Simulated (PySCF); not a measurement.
Species: C₈H₉F₂ (doublet state).
Numbering: `[F:1][CH:2]([F:3])[C:4]1[CH2:5][C@@H:6]2[CH:7]=[CH:8][C@H:9]1[CH2:10]2` (hydrogens: H11 on C2; H12, H13 on C5; H14 on C6; H15 on C7; H16 on C8; H17 on C9; H18, H19 on C10)

Geometry (PBE0-D3(BJ)/def2-SVP, Å), atoms numbered from 1 in this order:
```
atom  x, y, z in Å
F1     1.0277   -0.8501    2.4670
C2     1.7449   -0.7363    1.3062
F3     2.1833   -1.9820    1.0002
C4     0.9095   -0.1964    0.2168
C5     0.5548    1.2523    0.0481
C6    -0.7810    1.1376   -0.7490
C7    -1.7730    0.4904    0.1982
C8    -1.3912   -0.7847    0.3676
C9    -0.1518   -1.0055   -0.4954
C10   -0.4613   -0.0552   -1.6655
H11    2.6230   -0.1035    1.5285
H12    1.3211    1.8000   -0.5316
H13    0.4288    1.7842    1.0064
H14   -1.1012    2.0706   -1.2309
H15   -2.5626    1.0186    0.7354
H16   -1.7844   -1.5101    1.0813
H17    0.1182   -2.0445   -0.7171
H18    0.4042    0.1164   -2.3251
H19   -1.3287   -0.3834   -2.2563
```

The hyperfine couplings belong to this conformer and change with its torsions.

Method: UKS B3LYP, IGLO-III on C F, pcH-1 on H, non-relativistic, mean-field spin-orbit, GIAO (PySCF). The structure is a single PBE0-D3(BJ)/def2-SVP conformer in the gas phase; no vibrational or solvent corrections. No stability test was run, so a lower SCF solution isn't excluded.

Task: The isotropic 19F couplings are +250.8, +23.7 MHz. Assign them to F1; F3.

Result: 
```tsv
site	a_iso (MHz)	ρ(0) (bohr⁻³)	position	distance from C4 (Å)	bound to	spin population there	largest |T| (MHz)
F1	+250.8	+0.0596	2 bonds from C4	2.35	C2	-0.01	179.1
F3	+23.7	+0.0056	2 bonds from C4	2.33	C2	-0.01	49.8
```

ρ(0) is the spin density at the nucleus and T the dipolar tensor. The largest Mulliken spin populations are on C4 (+0.95), C7 (+0.09), C5 (-0.09) and C9 (-0.06). No atom but C4 exceeds +0.15. The positive populations add up to 1.18 and the negative ones to -0.18, together 2S = 1. The angles at C4 add up to 355.4°, so it is nearly planar.

β density exceeds α density at some nuclei, such as C5 (-0.0170), C9 (-0.0161) and C2 (-0.0079), spin density in bohr⁻³. In a single determinant that takes different orbitals for the two spins, that is spin polarisation.

Hardware: an Arm Neoverse V1 with one thread (shared host). Cost: 3.4 min of wall time.
